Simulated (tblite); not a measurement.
Compound: C₃H₇FSSi.
Geometry (GFN2-xTB, Å), atoms numbered from 1 in this order:
```xyz
13
C3H7FSSi angstrom
C     -0.356    1.266    0.197
C     -0.428   -0.058    0.107
Si    -2.002   -1.042    0.447
F     -3.130    0.048    0.820
S      0.926   -1.101   -0.341
C      2.304    0.052   -0.611
H      0.534    1.841    0.004
H     -1.229    1.829    0.480
H     -1.868   -1.884    1.626
H     -2.489   -1.716   -0.745
H      2.061    0.732   -1.423
H      2.515    0.595    0.306
H      3.156   -0.562   -0.884
```

All values are computed: GFN2-xTB (tblite) harmonic vibrations without scaling, gas phase. This tight-binding method is rough: wavenumbers can miss measured ones by several per cent, in bad cases by 10 to 20. Modes of hydrogen on silicon can be 10 to 20 % off. One conformer, not necessarily the lowest.

Harmonic wavenumbers (cm⁻¹): 43.5, 55.8, 130.8, 208.0, 213.0, 252.6, 314.1, 364.6, 528.5, 568.1, 585.0, 659.3, 706.1, 725.4, 756.8, 794.1, 829.2, 860.3, 933.8, 945.6, 1090.4, 1305.9, 1406.6, 1450.7, 1456.2, 1627.2, 2330.8, 2346.9, 3024.6, 3031.4, 3057.8, 3098.1, 3117.3.

A = 5633, B = 1196, C = 1005 MHz; mass 122.002 u (most abundant isotopes); point group Cs, symmetry number 1.

Q: Zero-point energy?

A: ½Σν̃ = 19409 cm⁻¹ = 232.19 kJ/mol.

Q: What is S at 350 K and 1 bar for an ideal gas of classical rigid rotors and harmonic oscillators?

A: Translation 172.10, rotation 120.21, vibration 120.38: S = 412.7 J/(mol K).

Q: And Cp and H(350 K) − H(0)?

A: Cp = 150.48 J/(mol K), of which vibrations give 117.22 (their classical limit is 33 R = 274.4); H(350 K) − H(0) = 33.15 kJ/mol without the zero-point energy, 21.51 from vibrations.

Q: How do the functions run with temperature in this model?

A: 
```tsv
T (K)	S (J/(mol K))	Cp (J/(mol K))	H − H(0) (kJ/mol)	G − H(0) (kJ/mol)	ln q(vib)
50	241.1	52.0	2.09	-9.96	0.59
100	282.8	70.4	5.16	-23.13	1.67
298.15	389.7	136.0	25.72	-90.48	5.98
373.15	422.5	156.4	36.71	-120.96	7.57
500	472.3	183.5	58.35	-177.78	10.18
750	554.0	219.4	109.08	-306.46	14.94
1000	620.6	243.0	167.07	-453.55	19.19
```

q(vib) and H(0) count from the zero-point level.

Q: What must be added to the electronic energy to get the Gibbs energy at 350 K and 1 bar?

A: ZPE + [H(350 K) − H(0)] − T·S = 232.19 + 33.15 − 144.44 = 120.90 kJ/mol.

Q: Which modes carry the vibrational entropy at 350 K?

A: 43.5 cm⁻¹: 22.64; 55.8 cm⁻¹: 20.57; 130.8 cm⁻¹: 13.57; 208.0 cm⁻¹: 9.87; 213.0 cm⁻¹: 9.68; 252.6 cm⁻¹: 8.37 J/(mol K); the other 27 give 35.69 together.

Hindered rotation and anharmonicity are outside this model. Other conformers, if any are populated, would add a mixing term that is left out.
